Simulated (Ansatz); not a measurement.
Gas-phase electronic energies from Ansatz, PBE0-D4/def2-TZVP geometries. CCSD(T)/CBS adds triple-zeta CCSD(T) − MP2 to the extrapolated MP2 energy (def2 sets, frozen cores). This one scheme is used for every species. DFT in def2-TZVPP. B3LYP here is the variant with VWN-RPA as its local correlation; programs differ in this. HSE06 is defined as in plane-wave codes. For Ge outer-core shells are correlated without core-valence functions, which leaves a few kJ/mol of doubt a bond. Scalar relativity is left out up to krypton. One conformer a species, not always the lowest.

`[CH3][AlH][S][GeH3]` + `C[SiH2]O` → `C[SiH2][O][GeH3]` + `[CH3][AlH][SH]`  (ligand exchange at a Ge–S bond)

```
             level  ΔE (kJ/mol)  difference from CCSD(T)/CBS
       LDA (SPW92)         19.3                          6.9
            B97M-V          7.4                         -5.0
          B3LYP-D4          9.3                         -3.1
        r2SCAN0-D4         14.4                          2.0
          HSE06-D4         19.3                          6.9
      CAM-B3LYP-D4          3.7                         -8.7
           ωB97M-V         11.4                         -1.0
              BLYP          4.0                         -8.4
              PBE0         16.8                          4.4
             B3LYP          4.9                         -7.5
           r2SCANh         13.1                          0.7
           r2SCAN0         13.8                          1.4
             BHLYP          2.8                         -9.6
RPA@PBE/def2-TZVPP          3.5                         -8.9
  CCSD(T)/def2-SVP         -1.7                        -14.1
     HF/def2-TZVPP         -5.2                        -17.6
       CCSD(T)/CBS         12.4                            0
```

Largest T1 diagnostic among the species: 0.011.

The D4 term adds +4.4 kJ/mol with B3LYP and +2.3 kJ/mol with PBE0; it sums over pairs of atoms, weighted by their polarisabilities, and B3LYP, whose exchange is more repulsive, gets the larger term. At CCSD(T), def2-SVP lies −14.1 kJ/mol from the extrapolated value and def2-TZVPP −4.3 kJ/mol.
